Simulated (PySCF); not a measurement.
Ge(OH)3(PH2) (GeH₅O₃P), SMILES [OH][Ge]([OH])([PH2])[OH].

The structure is a stationary point at B3LYP-D3(BJ)/def2-SVP. The values are those of a single conformer.

Two levels are set side by side: PBE/def2-TZVP (PySCF) and CAM-B3LYP/def2-TZVP (PySCF). Same geometry, gas phase. Differences are taken from unrounded values.

```tsv
quantity	CAM-B3LYP
orbital gap (eV)	9.78
highest occupied level (eV)	-9.18
lowest empty level (eV)	0.59
dipole moment (D)	0.87
mean polarisability (bohr³)	64.2
```

Problem. What does PBE give, and how far is it from CAM-B3LYP? (The exact figures need the calculation; the answer reports its results.)

Solution. 
```csv
quantity,PBE,PBE minus CAM-B3LYP
orbital gap (eV),5.35,-4.43
highest occupied level (eV),-6.63,2.56
lowest empty level (eV),-1.28,-1.87
dipole moment (D),0.86,-0.01
mean polarisability (bohr³),67.9,3.7
```

Without exact exchange PBE keeps part of each electron's self-repulsion, which lifts occupied levels and narrows the gap. Loosely held outer electrons make PBE densities more polarisable. Differences between two approximate levels are no errors against the true value.

Rough cost on one machine, each run with all the roots and properties that it gave: CAM-B3LYP against PBE within a factor of 2.
